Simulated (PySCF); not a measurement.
**Radial density of Cl⁺ (chlorine, charge +1)**

TPSS, [Ne] 3s2 3p4, high-spin 3P determinant. Computed with PySCF 2.14 in x2c-SVPall, with the spin-free X2C one-electron Hamiltonian (Gaussian nucleus).

| r (bohr) | 4πr²ρ (e/bohr) | 4πr²(ρα − ρβ) |
| --- | --- | --- |
| 0.00148 | 0.09051 | 0.0000 |
| 0.00250 | 0.2520 | 0.0000 |
| 0.00420 | 0.6829 | 0.0001 |
| 0.00707 | 1.740 | 0.0001 |
| 0.0119 | 4.025 | 0.0004 |
| 0.0200 | 8.501 | 0.0011 |
| 0.0336 | 14.93 | 0.0043 |
| 0.0566 | 19.65 | 0.0193 |
| 0.0951 | 16.78 | 0.0751 |
| 0.160 | 13.24 | 0.2107 |
| 0.269 | 18.68 | 0.2838 |
| 0.453 | 14.69 | 0.0428 |
| 0.761 | 4.139 | 0.3363 |
| 1.28 | 4.385 | 1.3948 |
| 2.15 | 1.888 | 0.6417 |
| 3.62 | 0.1798 | 0.0746 |
| 6.10 | 6.197e-05 | 0.0000 |

Densities and radii are taken from the X2C orbitals without a picture-change correction, which distorts them close to the nucleus.
